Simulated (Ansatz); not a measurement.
`BC=O` + `COB(F)Cl` → `O=CBF` + `COBCl` at 600 K and 1 bar (redistribution).

Isolated molecules relaxed with PBE0-D4/def2-TZVP in Ansatz; ΔE leaves out vibrations. CBS: MP2 limit from def2 TZ/QZ plus the TZ coupled-cluster correction, frozen cores. One conformer a species, not always the lowest.

| species | CCSD(T)/CBS energy (Eh) | H − E (kJ/mol) | S (J/(mol·K)) |
| --- | --- | --- | --- |
| `BC=O` | -139.76288 | 135.1 | 316.8 |
| `COB(F)Cl` | -699.54205 | 183.1 | 405.5 |
| `O=CBF` | -239.02821 | 125.4 | 345.6 |
| `COBCl` | -600.27977 | 193.6 | 366.3 |

H − E and S are ideal-gas, rigid-rotor, harmonic terms from PBE0-D4/def2-TZVP, for one conformer and one mirror image of each species. 1 Eh = 2625.50 kJ/mol, R = 8.31446 J/(mol·K).

Q: By hand: ΔE, ΔH, ΔS and ΔG.

A: ΔE = (-239.02821) + (-600.27977) − (-139.76288) − (-699.54205) = -0.00305 Eh = -8.0 kJ/mol. Δ(H − E) = 125.4 + 193.6 − 135.1 − 183.1 = 0.8, so ΔH = -7.2 kJ/mol. ΔS = 345.6 + 366.3 − 316.8 − 405.5 = -10.4 J/(mol·K). ΔG = -7.2 − 600 × (-10.4)/1000 = -1.0 kJ/mol.

Q: By hand: the equilibrium constant, and the temperature at which ΔG would vanish if ΔH and ΔS stayed fixed.

A: log₁₀ K = −ΔG/(RT ln 10) = 0.1. ΔG = 0 at ΔH/ΔS = 692 K, though so small a ΔH makes that figure unsure.

TΔS isn't small against ΔH here. The sign of ΔG lies within the doubt. A doubt of 5 kJ/mol in ΔE shifts log₁₀ K by 0.4 here. Other conformers and mirror images would add mixing entropy, several J/(mol·K) or more a flexible species. Modes under 60 cm⁻¹, often nearly free rotors, make the harmonic entropy too high. These are equilibria of isolated gas molecules and say nothing of rates. Largest T1 diagnostic: 0.021 (customary marks: 0.02 for closed shells, 0.045 for open ones).
